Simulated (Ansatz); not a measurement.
Ansatz (an electronic-structure program) input:

Ansatz 0.2 input:
```yaml
crystal:
  periodic: [false, false, false]
  atoms:
    - {symbol: B, position_ang: [0.00046236, 0.01056595, 0.81325036]}
    - {symbol: B, position_ang: [-0.00046236, -0.01056595, -0.81325036]}
    - {symbol: H, position_ang: [1.01413362, 0.01099510, 1.44912932]}
    - {symbol: H, position_ang: [-1.01248534, 0.02667211, 1.45007783]}
    - {symbol: H, position_ang: [0.00700754, 0.99439047, -1.46277208]}
    - {symbol: H, position_ang: [-0.00865582, -1.03205767, -1.43643507]}
basis:
  gaussian:
    orbitals: def2-TZVPD
hamiltonian:
  xc: {name: B3LYP}
output: {forces: true}
```

Q: Which total energy does the run end on?

A: -52.06438 Eh (B3LYP/def2-TZVPD). The basis has 110 functions.
